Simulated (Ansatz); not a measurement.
CH9B3OSiZn. The species carries charge 0 and has multiplicity 1. The bonds changed during the relaxation, so this is another structure than the one it started from. The structure was optimised at the PBE0-D4/def2-TZVP level. It is one conformer, not always the lowest.

```xyz
16

B    -0.791   -0.817    3.899
B    -1.980   -1.107    2.984
Zn   -0.188   -0.254    1.826
C     0.934    0.399    0.335
O     0.192    0.186   -0.872
Si    0.846    0.614   -2.325
B    -0.394    0.207   -3.841
H    -0.632    0.282    4.375
H     0.079   -1.639    4.059
H    -2.935   -1.351    2.326
H     1.893   -0.137    0.292
H     1.175    1.464    0.451
H     2.146   -0.103   -2.528
H     1.176    2.076   -2.324
H    -0.045    0.463   -4.957
H    -1.475   -0.283   -3.699
```

Q: What is the dipole moment at PBE/def2-TZVPP? (An estimate is asked.)

A: Ansatz gave: 0.87 D, with components (0.07, 0.23, -0.83) D in this frame, pointing from negative to positive charge.

Q: And with r2SCAN, B3LYP, ωB97M-V? (Estimate.)

A: The calculation gave: r2SCAN 0.83 D, B3LYP 0.83 D, ωB97M-V 0.86 D.

Q: Give the Mulliken charges with PBE, r2SCAN, ωB97M-V in def2-TZVPP. (An estimate is asked.)

A: Computed: 
```json
{"atom": "B1", "PBE": "-0.13", "r2SCAN": "-0.11", "ωB97M-V": "-0.36"}
{"atom": "B2", "PBE": "0.01", "r2SCAN": "-0.03", "ωB97M-V": "-0.02"}
{"atom": "Zn3", "PBE": "0.03", "r2SCAN": "0.12", "ωB97M-V": "0.17"}
{"atom": "C4", "PBE": "-0.11", "r2SCAN": "-0.07", "ωB97M-V": "-0.23"}
{"atom": "O5", "PBE": "-0.32", "r2SCAN": "-0.40", "ωB97M-V": "-0.39"}
{"atom": "Si6", "PBE": "0.26", "r2SCAN": "0.37", "ωB97M-V": "0.27"}
{"atom": "B7", "PBE": "-0.03", "r2SCAN": "-0.02", "ωB97M-V": "-0.15"}
{"atom": "H8", "PBE": "0.03", "r2SCAN": "0.02", "ωB97M-V": "0.10"}
{"atom": "H9", "PBE": "0.03", "r2SCAN": "0.02", "ωB97M-V": "0.10"}
{"atom": "H10", "PBE": "0.09", "r2SCAN": "0.08", "ωB97M-V": "0.16"}
{"atom": "H11", "PBE": "0.11", "r2SCAN": "0.08", "ωB97M-V": "0.13"}
{"atom": "H12", "PBE": "0.11", "r2SCAN": "0.08", "ωB97M-V": "0.13"}
{"atom": "H13", "PBE": "-0.08", "r2SCAN": "-0.09", "ωB97M-V": "-0.05"}
{"atom": "H14", "PBE": "-0.08", "r2SCAN": "-0.09", "ωB97M-V": "-0.05"}
{"atom": "H15", "PBE": "0.04", "r2SCAN": "0.02", "ωB97M-V": "0.09"}
{"atom": "H16", "PBE": "0.04", "r2SCAN": "0.02", "ωB97M-V": "0.10"}
```

B3LYP here is the variant with VWN-RPA as its local correlation; programs differ in this.
